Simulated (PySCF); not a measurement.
revPBE on Rh³⁺ (rhodium, charge +3)

Configuration: [Kr] 4d6, high-spin 5D determinant. Computed with PySCF 2.14 in aug-cc-pVTZ-PP with one added diffuse shell each of s, p, d, f, g type with ECP28MDF (7s7p6d4f3g, 113 functions), with a scalar-relativistic core potential.

```
Total energy                                                  : -108.0906 hartree
One-electron energy                                           : -172.3362 hartree
Hartree (Coulomb) energy                                      : 74.6343 hartree
Exchange-correlation energy                                   : -10.3887 hartree
⟨S²⟩                                                          : 6.0007
⟨L²⟩                                                          : 6.010
Sum of ⟨r⟩                                                    : 16.79 bohr
Sum of ⟨r²⟩                                                   : 23.29 bohr²
Traceless quadrupole moment −½Σ⟨3z² − r²⟩ along its main axis : 0.555 e·bohr²
```

| shell | electrons | mean orbital energy (hartree) | spread (hartree) | rms radius, mean of both spins (bohr) |
| --- | --- | --- | --- | --- |
| 4s α | 1 | -4.42242 | 0 | 1.04 |
| 4s β | 1 | -4.29512 | 0 | 1.04 |
| 4p α | 3 | -3.22356 | 0.05618 | 1.14 |
| 4p β | 3 | -3.09263 | 0.01825 | 1.14 |
| 4d α | 5 | -1.49475 | 0.06444 | 1.49 |
| 4d β | 1 | -1.38582 | 0 | 1.49 |

Energies and moments cover only the electrons outside the core potential.
